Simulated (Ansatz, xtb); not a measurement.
## C3H14BNSi: which of two isomers lies lower

Structure X is `CC[NH2+][BH2-]C[SiH3]`, a singlet and structure Y is `[BH3-][N+](C)(C)[SiH2]C`, a singlet. Both are isolated molecules in the gas phase, relaxed with B3LYP-D3(BJ)/def2-SVP, each in the lowest conformer that the search found.

Quicker runs give these differences E(Y) − E(X): GFN2-xTB −15.6 kcal/mol; HF/STO-3G −11.6 kcal/mol (at GFN2-xTB geometries); r2SCAN-D4/def2-SVP +1.1 kcal/mol (at GFN2-xTB geometries).

**Question.** Estimate E(Y) − E(X) at the level CCSD(T)/def2-SVP + ΔMP2/def2-TZVPP.

**Answer.** Not settled: CCSD(T)/def2-SVP + ΔMP2/def2-TZVPP gives E(Y) − E(X) = −3.9 kcal/mol, but this leans on the basis-set step: CCSD(T) alone gives +0.1 kcal/mol.

The same difference at several levels:

```tsv
level	geometry	E(Y) − E(X) (kcal/mol)	departure from the last row (kcal/mol)	job, with rough time for the two
GFN2-xTB	GFN2-xTB	−15.6	−11.6	optimisation, 0.21 s
HF/STO-3G	GFN2-xTB	−11.6	−7.7	single point, 0.42 s
r2SCAN-D4/def2-SVP	GFN2-xTB	+1.1	+5.1	single point, 4.8 s
B3LYP-D3(BJ)/def2-SVP	B3LYP-D3(BJ)/def2-SVP	−0.1	+3.9	optimisation, 65 s
HF/def2-SVP	B3LYP-D3(BJ)/def2-SVP	+2.7	+6.6	part of the CCSD(T) run
MP2/def2-SVP	B3LYP-D3(BJ)/def2-SVP	−0.4	+3.5	part of the CCSD(T) run
CCSD(T)/def2-SVP	B3LYP-D3(BJ)/def2-SVP	+0.1	+4.0	single point
CCSD(T)/def2-SVP + ΔMP2/def2-TZVPP	B3LYP-D3(BJ)/def2-SVP	−3.9		single point, 1.7 min
```

As drawn, Y has 1 C–N, 1 N–Si, 1 B–H, 2 C–H in place of 1 C–C, 1 C–B, 2 N–H, 1 Si–H.

r2SCAN-D4/def2-SVP, HF/def2-SVP put the two in the other order. B3LYP-D3(BJ)/def2-SVP, MP2/def2-SVP, CCSD(T)/def2-SVP find them nearly level. The largest departure from CCSD(T)/def2-SVP + ΔMP2/def2-TZVPP is that of GFN2-xTB, 11.6 kcal/mol. The last row adds to CCSD(T) the change of the MP2 difference between the two basis sets, here −4.0 kcal/mol, a large step that makes the value less sure.

With thermal terms from frequencies at re-optimised GFN2-xTB minima (ideal gas, soft modes damped towards free rotors, one conformer each, 298.15 K, 1 atm): on the last row, ΔE + ΔZPE = −4.2, ΔH = −4.2, ΔG = −3.2 kcal/mol.

The correlated steps freeze 10 core orbitals. Programs: Ansatz 0.2.0, xtb 6.7.1; the last row on 4 threads of Arm Neoverse V1 on a shared host.
